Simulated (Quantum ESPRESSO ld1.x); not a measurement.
Results of a calculation; reference values are marked as such.
Q: The table gives one normalised radial function P(r) = r R(r) (large component) of Nb2+ in [Kr] 4d1.5 5p1.5 (r in bohr). Code: ld1.x of Quantum ESPRESSO 7.5. Model: Dirac Kohn-Sham, BLYP, spin-unpolarised, spherical densities, point nucleus; open shells fill j = l - 1/2 first.

| r | P |
|---|---|
| 0.003874 | 0.0000 |
| 0.005166 | 0.0001 |
| 0.006946 | 0.0002 |
| 0.009264 | 0.0004 |
| 0.01236 | 0.0009 |
| 0.01648 | 0.0019 |
| 0.02198 | 0.0040 |
| 0.02932 | 0.0085 |
| 0.0391 | 0.0174 |
| 0.05215 | 0.0346 |
| 0.06956 | 0.0655 |
| 0.09278 | 0.1165 |
| 0.1247 | 0.1935 |
| 0.1664 | 0.2846 |
| 0.2219 | 0.3638 |
| 0.2959 | 0.3809 |
| 0.3947 | 0.2810 |
| 0.5265 | 0.0420 |
| 0.7022 | -0.2929 |
| 0.9365 | -0.6165 |
| 1.249 | -0.7996 |
| 1.666 | -0.7720 |
| 2.222 | -0.5775 |
| 2.987 | -0.3227 |
| 3.985 | -0.1300 |
| 5.314 | -0.0334 |
| 7.088 | -0.0047 |
| 9.454 | -0.0003 |

Which n and l does it have? It may be an empty orbital.

A: n = 4, l = 2: the number of nodes gives n - l - 1 = 1, the rise at small r points to l (for j = l - 1/2 the large component starts as r^gamma with gamma = sqrt(l^2 - (Z/c)^2) = 1.98 and the r^(l+1) term takes over further out; the orbital of l - 1 with the same j starts with the same power, but with a larger coefficient, and does not steepen), and the extent must fit the shell. The curve is that of 4d3/2; the two j differ most near the nucleus, where j = l - 1/2 has the larger amplitude, and in heavy atoms j = l - 1/2 is also the more compact. 4d3/2: eigenvalue -24.488 eV, 1 radial node at r = 0.548 bohr, <r> = 1.72 bohr, 90 % of the charge inside 2.67 bohr.
